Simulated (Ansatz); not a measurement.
`IC1C=C1` + H–F → `FC1C=C1` + HI at 298.15 K and 1 bar (substitution at a C–I bond).

Calculated with Ansatz (gas phase, PBE0-D4/def2-TZVP geometries, no zero-point term in ΔE). CBS: MP2 limit from def2 TZ/QZ plus the TZ coupled-cluster correction, frozen cores. This one scheme is used for every species. Elements past krypton have def2 core potentials. For I outer-core shells are correlated without core-valence functions, which leaves a few kJ/mol of doubt a bond.

```
  species  CCSD(T)/CBS energy (Eh)  H − E (kJ/mol)  S (J/(mol·K))
`IC1C=C1`               -413.30358           136.2          300.6
      H–F               -100.39570            33.5          173.6
`FC1C=C1`               -215.65206           141.3          267.3
       HI               -298.03592            22.7          206.5
```

H − E and S are ideal-gas, rigid-rotor, harmonic terms from PBE0-D4/def2-TZVP. 1 Eh = 2625.50 kJ/mol, R = 8.31446 J/(mol·K).

Question: By hand: ΔE, ΔH, ΔS and ΔG.

Answer: ΔE = (-215.65206) + (-298.03592) − (-413.30358) − (-100.39570) = 0.01130 Eh = 29.7 kJ/mol. Δ(H − E) = 141.3 + 22.7 − 136.2 − 33.5 = -5.7, so ΔH = 24.0 kJ/mol. ΔS = 267.3 + 206.5 − 300.6 − 173.6 = -0.4 J/(mol·K). ΔG = 24.0 − 298.15 × (-0.4)/1000 = 24.1 kJ/mol.

Question: By hand: the equilibrium constant, and the temperature at which ΔG would vanish if ΔH and ΔS stayed fixed.

Answer: log₁₀ K = −ΔG/(RT ln 10) = -4.2. ΔH and −TΔS have one sign here, so there is no such temperature.

The number of gas molecules stays the same, so ΔS is small and ΔH decides. A doubt of 5 kJ/mol in ΔE shifts log₁₀ K by 0.9 here. These are equilibria of isolated gas molecules and say nothing of rates. Largest T1 diagnostic: 0.011 (customary marks: 0.02 for closed shells, 0.045 for open ones).

ΔS is within the doubt of such terms, so its sign, and with it that verdict, could turn.
